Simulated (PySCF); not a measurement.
HNSi, SMILES [NH+]#[Si-].

The structure is a stationary point at PBE0-D3(BJ)/def2-TZVPD.

The numbers are results of SMD-B3LYP/def2-SVP run with PySCF, not measurements.

Solvation free energies are E(SMD) − E(gas) at the gas-phase geometry, for 1 M in both phases. In vacuum the dipole moment is 0.23 D.

Computed solvation free energies in water, cyclohexanone, chlorobenzene:
| solvent | ΔG(solv) (kcal/mol) | its non-electrostatic (CDS) part | dipole (D) |
|---|---|---|---|
| water | -1.4 | 0.7 | 0.28 |
| cyclohexanone | -1.4 | 0.6 | 0.28 |
| chlorobenzene | -1.4 | 0.2 | 0.27 |
